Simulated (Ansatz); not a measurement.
Ideal-gas functions of `PBSP` at 600 K and 1 bar, from an Ansatz frequency run at PBE0-D4/def2-TZVP.

Molar mass 109.87 g/mol, point group C1 (symmetry number 1), electronic degeneracy 1, moments of inertia 34.782, 420.57, 447.742 u Å². Harmonic wavenumbers (cm⁻¹, unscaled): 80, 125, 133, 221, 234, 499, 556, 603, 774, 779, 810, 823, 871, 1047, 1106, 1119, 2396, 2403, 2430, 2446, 2646.

Use S(trans) = R[1.5 ln M + 2.5 ln T − 1.1517]; rotational temperatures θ = 24.2544 K / I; S(rot) = R[ln(√π/σ · √(T³/θAθBθC)) + 1.5]; for each mode x = 1.438777 ν̃/T, S = R[x/(eˣ − 1) − ln(1 − e⁻ˣ)] and H = RT x/(eˣ − 1); 1 cm⁻¹ = 0.0119627 kJ/mol; R = 8.31446 J/(mol·K).

Question: By hand: the entropy, in J/(mol·K).

Answer: Translation 182.0. Rotation: θ = 0.6973, 0.0577, 0.0542 K, giving 122.5. Vibration, mode by mode: 22.06, 18.36, 17.85, 13.69, 13.23, 7.30, 6.51, 5.94, 4.27, 4.23, 3.99, 3.89, 3.55, 2.55, 2.28, 2.22, 0.18, 0.18, 0.17, 0.16, 0.11, in all 132.7. Electronic 0.0. Sum 437.2 J/(mol·K).

Question: By hand: H − E and G − E in kJ/mol, counted from the electronic energy.

Answer: Zero-point energy ½ × 22101 × 0.0119627 = 132.2; thermal vibration 39.3; translation, rotation and pV give 4 RT = 20.0. H − E = 191.5 kJ/mol, and G − E = 191.5 − 600 × 437.2/1000 = -70.8 kJ/mol.

Vibration gives 30 % of the entropy, 58.3 J/(mol·K) of it from the modes under 150 cm⁻¹: soft modes count most, and the harmonic formula is weakest for them. The sum counts one conformer and one mirror image; others add a mixing term.
